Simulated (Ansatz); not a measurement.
Other settings, tried on Ga₄O₆ (the lowest singlet isomer of a short search).

```yaml
crystal:
  periodic: [false, false, false]
  atoms:
    - {symbol: Ga, position_ang: [0.697696, 1.273419, -0.409843]}
    - {symbol: Ga, position_ang: [-1.142452, 0.227040, -1.966753]}
    - {symbol: Ga, position_ang: [1.001217, -0.745800, 2.518060]}
    - {symbol: Ga, position_ang: [-0.637476, -1.591791, -0.114303]}
    - {symbol: O, position_ang: [0.468665, 1.023390, 1.511461]}
    - {symbol: O, position_ang: [-0.612828, 1.929113, -1.576878]}
    - {symbol: O, position_ang: [1.880175, 1.524260, 0.972066]}
    - {symbol: O, position_ang: [0.520090, -0.482911, -1.191718]}
    - {symbol: O, position_ang: [-0.108896, -1.978524, 1.512105]}
    - {symbol: O, position_ang: [-2.066190, -1.178194, -1.254197]}
basis:
  gaussian: {orbitals: aug-cc-pVDZ, point_charges: [{charge: -1.00, position_ang: [5.374, -0.704, 0.081]}]}
hamiltonian: {xc: {name: rPW86-PBE}, dispersion: d4}
scf: {omitted_lower_state_checks: [starts]}
output: {forces: true}
```

```sh
$ ansatz run in.yaml --threads 4 --pin off --events-out ev --progress --plain --max-ram 6963MiB
```

Shortened log:

```
Functional definition: rPW86-PBE
2722 factors; their error is unknown
mean field evaluation 1: about -221855.8163 eV, gradient 1.6e2 eV
mean field evaluation 2: about -221300.5933 eV, gradient 4.0e2 eV
mean field evaluation 4: about -221881.0466 eV, gradient 9.6e1 eV
mean field evaluation 8: about -221903.5040 eV, gradient 1.1e1 eV
mean field evaluation 16: about -221903.9340 eV, gradient 1.1e-1 eV
mean field -221903.89367891 eV, -8154.8176808387 hartree, gradient 4.2e-5 eV, S^2 0.000000; 0 other end points of the search recorded, 0 dependent functions left out
reference -221903.89384947 eV, -8154.8176871064 hartree; 86, 86 occupied and 196, 196 virtual orbitals, 2722 factors
Total energy: -221904.54715015 eV, -8154.8416954638 hartree
Atom 0 at     0.697696     1.273419    -0.409843 Å, force     0.662748    -0.072793    -0.144906 eV/Å
Atom 1 at    -1.142452     0.227040    -1.966753 Å, force     0.088918    -0.029958    -0.471375 eV/Å
Atom 2 at     1.001217    -0.745800     2.518060 Å, force     0.330844     0.131398     0.152473 eV/Å
Atom 3 at    -0.637476    -1.591791    -0.114303 Å, force     0.226476    -0.133392    -0.223474 eV/Å
Atom 4 at     0.468665     1.023390     1.511461 Å, force    -0.559268    -0.018429     0.519522 eV/Å
Atom 5 at    -0.612828     1.929113    -1.576878 Å, force    -0.282487     0.756591    -0.158474 eV/Å
Atom 6 at     1.880175     1.524260     0.972066 Å, force     0.482803     0.379111     0.109648 eV/Å
Atom 7 at     0.520090    -0.482911    -1.191718 Å, force     0.052304    -0.160347    -0.239199 eV/Å
Atom 8 at    -0.108896    -1.978524     1.512105 Å, force    -0.140472    -0.482753     0.524943 eV/Å
Atom 9 at    -2.066190    -1.178194    -1.254197 Å, force    -0.781245    -0.360342    -0.054117 eV/Å
Dipole moment:     0.428768    -0.169009    -0.559708 e Å
Checks for a lower state left out: starts
```

Hardware: 4 threads of Arm Neoverse V2 on a shared host. Wall time 28 s, peak host memory 0.98 GiB.

The restricted singlet is unstable towards broken spin symmetry in Hartree–Fock (as tested in another run); at RKS rPW86-PBE-D4/aug-cc-pVDZ this wasn't settled.
